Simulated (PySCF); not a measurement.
**Excitation energy of Ba by level of theory**

Ba [Xe] 6s2 (1S) → Ba [Xe] 5d2 (3F), as a difference of total energies. Calculation: PySCF 2.14, in aug-cc-pVDZ-X2C (8s7p5d, 54 functions); scalar relativity by spin-free X2C-1e. Correlated levels: valence: [Xe] frozen. The calculations carry no spin-orbit coupling.

```tsv
method	excitation energy (eV)
UHF	2.439
MP2 (valence)	2.813
SCS-MP2 (valence)	2.917
CCSD (valence)	3.003
```

How much does correlation contribute at MP2 (valence)?

2.813 − (2.439) = 0.374 eV, measured against UHF.

With two correlated electrons CCSD is exact in that space.
